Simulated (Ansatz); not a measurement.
Gas-phase electronic energies from Ansatz, PBE0-D4/def2-TZVP geometries. CBS: MP2 limit from def2 TZ/QZ plus the TZ coupled-cluster correction, frozen cores. Functionals use def2-TZVPP. B3LYP here is the variant with VWN-RPA as its local correlation; programs differ in this. One conformer a species, not always the lowest.

Consider the formal exchange of groups at the Si–C bond: `C=C(O)[SiH2]C=O` + `CNBO` → `O=C[SiH2]BO` + `C=C(O)NC`.

`C=C(O)[SiH2]C=O`:

```xyz
12

C     1.410    1.354    0.235
C     0.678    0.279    0.527
O     0.383   -0.131    1.792
Si   -0.094   -0.816   -0.785
C    -2.012   -0.749   -0.598
O    -2.752   -0.666   -1.545
H     1.839    1.990    1.006
H     1.600    1.624   -0.794
H     0.779    0.475    2.431
H     0.318   -2.229   -0.569
H     0.290   -0.336   -2.132
H    -2.440   -0.795    0.433
```

`CNBO`:

Z-matrix (Å, degrees):
```
C
N 1 1.440
H 1 1.095 2 112.0
H 1 1.091 2 109.1 3 119.3
H 1 1.095 2 112.0 3 -121.5
B 2 1.395 1 126.3 3 -119.4
H 2 1.009 1 115.2 3 60.6
O 6 1.374 2 118.7 1 -180.0
H 6 1.203 2 119.7 1 0.0
H 8 0.957 6 112.4 2 -180.0
```

`O=C[SiH2]BO`:

Cartesian coordinates in Å:
```
O 1.834 -0.727 -0.203
C 1.225 -0.049 -1.006
Si -0.566 0.563 -0.612
B -0.979 -0.180 1.242
O -0.036 -0.912 1.851
H 1.732 0.202 -1.965
H -1.433 0.062 -1.717
H -0.534 2.050 -0.720
H -2.014 -0.004 1.823
H 0.771 -1.005 1.309
```

`C=C(O)NC`:

Cartesian coordinates in Å:
```
C 1.165 -0.523 0.775
C 0.699 0.425 -0.052
O 1.407 1.524 -0.421
N -0.517 0.435 -0.674
C -1.518 -0.529 -0.313
H 0.556 -1.362 1.070
H 2.182 -0.479 1.142
H 2.230 1.528 0.074
H -0.840 1.359 -0.909
H -1.168 -1.537 -0.549
H -1.778 -0.500 0.754
H -2.418 -0.342 -0.899
```

```json
{"level": "PBE-D4", "ΔE (kJ/mol)": "114.9", "difference from CCSD(T)/CBS": "-16.4"}
{"level": "r2SCAN-D4", "ΔE (kJ/mol)": "122.0", "difference from CCSD(T)/CBS": "-9.3"}
{"level": "B3LYP-D4", "ΔE (kJ/mol)": "128.5", "difference from CCSD(T)/CBS": "-2.8"}
{"level": "ωB97M-V", "ΔE (kJ/mol)": "128.5", "difference from CCSD(T)/CBS": "-2.8"}
{"level": "B2PLYP", "ΔE (kJ/mol)": "132.8", "difference from CCSD(T)/CBS": "1.5"}
{"level": "PBE", "ΔE (kJ/mol)": "116.6", "difference from CCSD(T)/CBS": "-14.7"}
{"level": "r2SCAN", "ΔE (kJ/mol)": "122.2", "difference from CCSD(T)/CBS": "-9.1"}
{"level": "PBE0", "ΔE (kJ/mol)": "118.8", "difference from CCSD(T)/CBS": "-12.5"}
{"level": "B3LYP", "ΔE (kJ/mol)": "131.4", "difference from CCSD(T)/CBS": "0.1"}
{"level": "SCS-MP2/def2-TZVPP", "ΔE (kJ/mol)": "137.8", "difference from CCSD(T)/CBS": "6.5"}
{"level": "CCSD/def2-TZVPP", "ΔE (kJ/mol)": "133.0", "difference from CCSD(T)/CBS": "1.7"}
{"level": "CCSD(T)/def2-TZVPP", "ΔE (kJ/mol)": "130.1", "difference from CCSD(T)/CBS": "-1.2"}
{"level": "MP2/def2-QZVPP", "ΔE (kJ/mol)": "135.4", "difference from CCSD(T)/CBS": "4.1"}
{"level": "SCS-MP2/def2-QZVPP", "ΔE (kJ/mol)": "139.1", "difference from CCSD(T)/CBS": "7.8"}
{"level": "MP2/CBS(def2)", "ΔE (kJ/mol)": "135.6", "difference from CCSD(T)/CBS": "4.3"}
{"level": "CCSD/CBS(def2)", "ΔE (kJ/mol)": "134.2", "difference from CCSD(T)/CBS": "2.9"}
{"level": "CCSD(T)/CBS", "ΔE (kJ/mol)": "131.3", "difference from CCSD(T)/CBS": "0"}
```

Largest T1 diagnostic among the species: 0.017.

In def2-TZVPP, CCSD(T) changes the Hartree–Fock value by −13.1 kJ/mol (the triples alone add −2.9 kJ/mol) and MP2 by −8.7 kJ/mol.
